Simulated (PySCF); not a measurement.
This PySCF input asks for the NMR shieldings of `C1C[C@H](B(F)F)CO1`, C4H7BF2O; the geometry comes from GFN2-xTB.

```python
import basis_set_exchange as bse
import numpy as np
from pyscf import gto, dft
from pyscf.prop import nmr

atoms = """
F     3.086796   -0.164322    0.857723
B     2.064711    0.097306    0.071200
F     2.392275    0.727132   -1.038158
C     0.575718   -0.296409    0.414391
C    -0.388417    0.910491    0.502981
C    -1.728699    0.347289   -0.020092
O    -1.502404   -0.996643   -0.395330
C    -0.133132   -1.126793   -0.679167
H     0.515488   -0.859989    1.349290
H    -0.046183    1.724807   -0.135071
H    -0.469258    1.280944    1.522348
H    -2.076636    0.925292   -0.886368
H    -2.513354    0.345737    0.739097
H     0.117655   -2.186800   -0.650655
H     0.101025   -0.720051   -1.674099
"""
names = dict.fromkeys(["F", "B", "C", "O", "H"], "pcSseg-1")
basis = {el: gto.basis.parse(bse.get_basis(n, elements=[el], fmt="nwchem")) for el, n in names.items()}
mol = gto.M(atom=atoms, basis=basis, charge=0, verbose=0)
mf = dft.RKS(mol, xc="PBE0")
mf.grids.level = 2
mf.grids.alignment = dft.numint.BLKSIZE   # the property module wants whole blocks of grid points
mf.conv_tol = 1e-9
mf.kernel()

calc = nmr.RKS(mf)   # GIAO
C = mf.mo_coeff
Co = C[:, mf.mo_occ > 0]
resp = mf.gen_response(singlet=True, hermi=2)
def vind(x):   # induced exchange potential for any number of trial vectors
    d = np.einsum("pi,xij,qj->xpq", C, 2 * x.reshape(-1, C.shape[1], Co.shape[1]), Co, optimize=True)
    return np.einsum("xpq,pi,qj->xij", resp(d - d.transpose(0, 2, 1)), C, Co, optimize=True).ravel()
mo1, _ = nmr.rhf.solve_mo1(calc, with_cphf=vind)
sigma = calc.kernel(mo1)
for i, s in enumerate(sigma):   # ppm
    print("%2d %-2s %9.2f" % (i, mol.atom_pure_symbol(i), np.trace(s) / 3))
```

**Question.** What are the results?

**Answer.** 
```
 0 F     231.02
 1 B      71.25
 2 F     250.49
 3 C     157.16
 4 C     155.50
 5 C     115.87
 6 O     269.92
 7 C     112.07
 8 H      30.16
 9 H      29.90
10 H      29.73
11 H      27.77
12 H      27.51
13 H      27.50
14 H      28.25
```

These numbers come from an equivalent density-fitted implementation of the same equations, which agrees with the script to about 0.01 ppm for H and up to a few tenths of a ppm for heavy atoms, so last digits may differ.

Size and cost of the density-fitted run: 171 basis functions, 26 s wall time on 1 thread of an Arm Neoverse V1, shared host; peak memory 0.76 GiB.
